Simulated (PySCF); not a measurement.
Working out the ionisation energy of Eu¹⁹⁺

Eu¹⁹⁺ [Kr] 4d8 (3F) → Eu²⁰⁺ [Kr] 4d7 (4F). Calculation: PySCF 2.14, in an even-tempered Gaussian basis (20 s from 1.1 bohr⁻², ratio 2.5; 15 p from 1.4 bohr⁻², ratio 2.5; 10 d from 1.4 bohr⁻², ratio 2.5; 4 f from 7.9 bohr⁻², ratio 2.7; 4 g from 12 bohr⁻², ratio 2.7); scalar relativity by spin-free X2C-1e. Frozen: [Ar] 3d10; the 48 highest virtual orbitals dropped. Energies in hartree (1 hartree = 27.21139 eV):

```
             part  Eu¹⁹⁺ (lower)  Eu²⁰⁺ (upper)
              UHF  -10706.934814  -10685.164431
MP2 opposite-spin      -0.340484      -0.320924
    MP2 same-spin      -0.148504      -0.139055
```

Q: What does Hartree-Fock give?

A: (-10685.164431) − (-10706.934814) = 21.770383 hartree = 592.402 eV.

Q: What do MP2 and SCS-MP2 (6/5 opposite-spin, 1/3 same-spin) give?

A: The opposite-spin parts differ by 0.532 eV and the same-spin parts by 0.257 eV. MP2: 592.402 + (0.532) + (0.257) = 593.191 eV. SCS-MP2: 592.402 + 1.2 × (0.532) + (0.257)/3 = 593.126 eV.

Reference: 590 ± 4 eV (theoretical estimate listed by NIST; NIST Atomic Spectra Database, ionization energies), between the lowest levels; spin-orbit coupling is absent from the calculation.

What remains against the reference includes basis incompleteness, the frozen core and correlation beyond second order.
